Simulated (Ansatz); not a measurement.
Start from `B[S][Zn][CH2]N` and change one atom or group to get `B[S][ZnH]`.

Ansatz, PBE0-D4/def2-TZVP geometries, multiplicity 1. Each molecule was computed in one conformer, which needn't be the lowest.

Scalar relativity is left out up to krypton.

| property | `B[S][Zn][CH2]N` |
| --- | --- |
| HOMO–LUMO gap (PBE/def2-TZVPP) / eV | 2.92 |
| ideal-gas entropy at 298 K and 1 bar (rigid rotor, harmonic PBE0-D4/def2-TZVP) / J/(mol·K) | 394 |
| HOMO–LUMO gap (B3LYP/def2-TZVPP) / eV | 4.60 |
| LUMO energy (B3LYP/def2-TZVPP) / eV | -1.38 |
| HOMO energy (ωB97M-V/def2-TZVPP) / eV | -8.33 |
| size of the dipole moment (ωB97M-V/def2-TZVPP) / D | 1.07 |

Problem. What does the change do to each property? (Estimate.)

Solution. Ansatz gave: 
```
                                                                                  property  `B[S][ZnH]`  shift
                                                       HOMO–LUMO gap (PBE/def2-TZVPP) / eV         4.51   1.59
ideal-gas entropy at 298 K and 1 bar (rigid rotor, harmonic PBE0-D4/def2-TZVP) / J/(mol·K)          306    -88
                                                     HOMO–LUMO gap (B3LYP/def2-TZVPP) / eV         6.22   1.62
                                                       LUMO energy (B3LYP/def2-TZVPP) / eV        -1.52  -0.14
                                                     HOMO energy (ωB97M-V/def2-TZVPP) / eV       -10.05  -1.72
                                        size of the dipole moment (ωB97M-V/def2-TZVPP) / D         1.20   0.13
```

With PBE0 the HOMO falls by 1.80 eV and the LUMO falls by 0.14 eV, so the gap widens by about 1.66 eV. PBE moves the HOMO by -1.78 eV and ωB97M-V by -1.72 eV. The zero-point energy changes by -125.6 kJ/mol with -15 modes. Dipoles are sizes alone; their direction can turn. Modes under 60 cm⁻¹, often nearly free rotors, make the harmonic entropy too high.

B3LYP here is the variant with VWN-RPA as its local correlation; programs differ in this.
